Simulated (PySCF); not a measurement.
## Basis-set dependence of population analyses: `NC[SiH2]O`

Species: CH7NOSi.
SMILES with atom numbers: `[NH2:1][CH2:2][SiH2:3][OH:4]` (hydrogens: H5, H6 on N1; H7, H8 on C2; H9, H10 on Si3; H11 on O4)

PBE0 throughout (PySCF), one geometry, spherical d and f functions. Geometry: PBE0-D3(BJ)/def2-SVP, one conformer, isolated molecule. Atoms taken as equivalent share a column and are averaged. The first 7 of 8 kinds of atom are listed.

Mulliken charges (e):

| basis | functions | N1 | C2 | Si3 | O4 | H5/H6 | H7/H8 | H9/H10 |
| --- | --- | --- | --- | --- | --- | --- | --- | --- |
| STO-3G | 31 | -0.426 | -0.242 | +0.705 | -0.441 | +0.175 | +0.065 | -0.136 |
| 6-31G | 54 | -0.759 | -0.529 | +0.934 | -0.815 | +0.319 | +0.195 | -0.140 |
| pcSseg-0 | 54 | -0.786 | -0.782 | +1.111 | -0.858 | +0.317 | +0.259 | -0.114 |
| 6-31G* | 74 | -0.806 | -0.436 | +0.707 | -0.759 | +0.341 | +0.184 | -0.104 |
| cc-pVDZ | 95 | -0.243 | -0.166 | +0.485 | -0.377 | +0.102 | +0.056 | -0.090 |
| def2-SVP | 95 | -0.312 | -0.226 | +0.617 | -0.423 | +0.126 | +0.066 | -0.113 |
| 6-311+G(2d,p) | 158 | -0.582 | -0.493 | +0.826 | -0.706 | +0.245 | +0.146 | -0.082 |
| aug-cc-pVDZ | 159 | -0.368 | +0.630 | +0.237 | -0.761 | +0.015 | -0.254 | +0.240 |
| def2-TZVP | 172 | -0.560 | -0.281 | +0.422 | -0.538 | +0.237 | +0.126 | -0.052 |
| IGLO-III | 219 | -0.568 | -0.436 | +1.017 | -0.703 | +0.249 | +0.138 | -0.199 |
| cc-pVTZ | 222 | -0.344 | -0.209 | +0.420 | -0.401 | +0.146 | +0.090 | -0.072 |

IAO charges (e):

```tsv
basis	functions	N1	C2	Si3	O4	H5/H6	H7/H8	H9/H10
STO-3G	31	-0.456	-0.443	+0.879	-0.588	+0.197	+0.120	-0.135
6-31G	54	-0.560	-0.456	+0.851	-0.763	+0.257	+0.147	-0.112
pcSseg-0	54	-0.539	-0.466	+0.866	-0.744	+0.247	+0.146	-0.117
6-31G*	74	-0.558	-0.449	+0.982	-0.791	+0.250	+0.136	-0.151
cc-pVDZ	95	-0.554	-0.443	+0.970	-0.788	+0.249	+0.135	-0.150
def2-SVP	95	-0.547	-0.443	+0.987	-0.787	+0.246	+0.133	-0.156
6-311+G(2d,p)	158	-0.582	-0.461	+1.011	-0.821	+0.261	+0.142	-0.155
aug-cc-pVDZ	159	-0.579	-0.450	+0.977	-0.813	+0.260	+0.141	-0.147
def2-TZVP	172	-0.579	-0.463	+1.023	-0.821	+0.259	+0.141	-0.159
IGLO-III	219	-0.582	-0.463	+1.020	-0.824	+0.261	+0.142	-0.157
cc-pVTZ	222	-0.577	-0.460	+1.008	-0.816	+0.259	+0.141	-0.156
```

Hirshfeld charges (e):

```json
{"basis": "STO-3G", "functions": "31", "N1": "-0.218", "C2": "-0.054", "Si3": "+0.437", "O4": "-0.279", "H5/H6": "+0.091", "H7/H8": "+0.005", "H9/H10": "-0.095"}
{"basis": "6-31G", "functions": "54", "N1": "-0.199", "C2": "-0.108", "Si3": "+0.383", "O4": "-0.354", "H5/H6": "+0.118", "H7/H8": "+0.038", "H9/H10": "-0.081"}
{"basis": "pcSseg-0", "functions": "54", "N1": "-0.198", "C2": "-0.107", "Si3": "+0.414", "O4": "-0.351", "H5/H6": "+0.116", "H7/H8": "+0.032", "H9/H10": "-0.090"}
{"basis": "6-31G*", "functions": "74", "N1": "-0.194", "C2": "-0.109", "Si3": "+0.361", "O4": "-0.328", "H5/H6": "+0.116", "H7/H8": "+0.038", "H9/H10": "-0.085"}
{"basis": "cc-pVDZ", "functions": "95", "N1": "-0.193", "C2": "-0.117", "Si3": "+0.376", "O4": "-0.314", "H5/H6": "+0.117", "H7/H8": "+0.035", "H9/H10": "-0.090"}
{"basis": "def2-SVP", "functions": "95", "N1": "-0.198", "C2": "-0.118", "Si3": "+0.384", "O4": "-0.320", "H5/H6": "+0.118", "H7/H8": "+0.035", "H9/H10": "-0.091"}
{"basis": "6-311+G(2d,p)", "functions": "158", "N1": "-0.204", "C2": "-0.123", "Si3": "+0.393", "O4": "-0.331", "H5/H6": "+0.116", "H7/H8": "+0.039", "H9/H10": "-0.085"}
{"basis": "aug-cc-pVDZ", "functions": "159", "N1": "-0.207", "C2": "-0.129", "Si3": "+0.393", "O4": "-0.329", "H5/H6": "+0.117", "H7/H8": "+0.041", "H9/H10": "-0.084"}
{"basis": "def2-TZVP", "functions": "172", "N1": "-0.204", "C2": "-0.125", "Si3": "+0.385", "O4": "-0.327", "H5/H6": "+0.118", "H7/H8": "+0.039", "H9/H10": "-0.085"}
{"basis": "IGLO-III", "functions": "219", "N1": "-0.208", "C2": "-0.125", "Si3": "+0.384", "O4": "-0.326", "H5/H6": "+0.117", "H7/H8": "+0.040", "H9/H10": "-0.082"}
{"basis": "cc-pVTZ", "functions": "222", "N1": "-0.204", "C2": "-0.124", "Si3": "+0.383", "O4": "-0.324", "H5/H6": "+0.119", "H7/H8": "+0.039", "H9/H10": "-0.086"}
```

ESP-fitted charges (e):

```tsv
basis	functions	N1	C2	Si3	O4	H5/H6	H7/H8	H9/H10
STO-3G	31	-0.661	+0.063	+0.497	-0.434	+0.271	+0.009	-0.116
6-31G	54	-0.906	+0.058	+0.666	-0.733	+0.375	+0.036	-0.142
pcSseg-0	54	-0.897	+0.018	+0.795	-0.713	+0.369	+0.039	-0.186
6-31G*	74	-0.802	-0.001	+0.543	-0.583	+0.337	+0.045	-0.126
cc-pVDZ	95	-0.684	-0.019	+0.523	-0.532	+0.297	+0.040	-0.126
def2-SVP	95	-0.719	+0.001	+0.571	-0.552	+0.307	+0.034	-0.140
6-311+G(2d,p)	158	-0.729	-0.063	+0.589	-0.576	+0.311	+0.055	-0.131
aug-cc-pVDZ	159	-0.695	-0.074	+0.583	-0.554	+0.300	+0.056	-0.131
def2-TZVP	172	-0.737	-0.045	+0.577	-0.559	+0.315	+0.049	-0.134
IGLO-III	219	-0.709	-0.076	+0.576	-0.550	+0.306	+0.058	-0.131
cc-pVTZ	222	-0.708	-0.058	+0.577	-0.543	+0.305	+0.051	-0.136
```

Some averages cover members that differ in this geometry, most widely: H7/H8, ESP-fitted in 6-31G -0.004 to +0.075; H7/H8, ESP-fitted in 6-311+G(2d,p) +0.018 to +0.093; H7/H8, ESP-fitted in aug-cc-pVDZ +0.020 to +0.093; H7/H8, ESP-fitted in def2-TZVP +0.013 to +0.086 e.

Which scheme is steadiest as the basis changes?

Largest range over the bases for any column: Hirshfeld 0.08 e, IAO 0.24 e, ESP-fitted 0.30 e, Mulliken 1.41 e. Hirshfeld charges move least and Mulliken charges most, counted in e. Without the minimal STO-3G basis the ranges are Hirshfeld 0.05, IAO 0.17, ESP-fitted 0.27, Mulliken 1.41 e.

How much do the charges still move between the two largest bases, IGLO-III and cc-pVTZ?

At most, over all atoms: Mulliken 0.596 e, IAO 0.012 e, Hirshfeld 0.004 e, ESP-fitted 0.018 e.

What do the same runs give for the total energy, the frontier levels and the dipole moment?

```
        basis  energy (Eh)  HOMO (eV)  LUMO (eV)  μ (D)
       STO-3G    -455.8753      -3.61       8.14   2.71
        6-31G    -461.3691      -7.19       1.00   4.45
     pcSseg-0    -460.7264      -7.25       1.04   4.21
       6-31G*    -461.4659      -7.16       1.04   3.62
      cc-pVDZ    -461.4986      -7.19       1.00   3.36
     def2-SVP    -461.2777      -7.25       1.02   3.45
6-311+G(2d,p)    -461.5702      -7.48      -0.17   3.38
  aug-cc-pVDZ    -461.5222      -7.44      -0.39   3.29
    def2-TZVP    -461.5858      -7.41       0.38   3.35
     IGLO-III    -461.5926      -7.44       0.20   3.28
      cc-pVTZ    -461.5814      -7.37       0.52   3.29
```

The dipole is fixed by the density alone, so its range of 1.74 D shows that the density itself changes with the basis, not only its division among atoms.
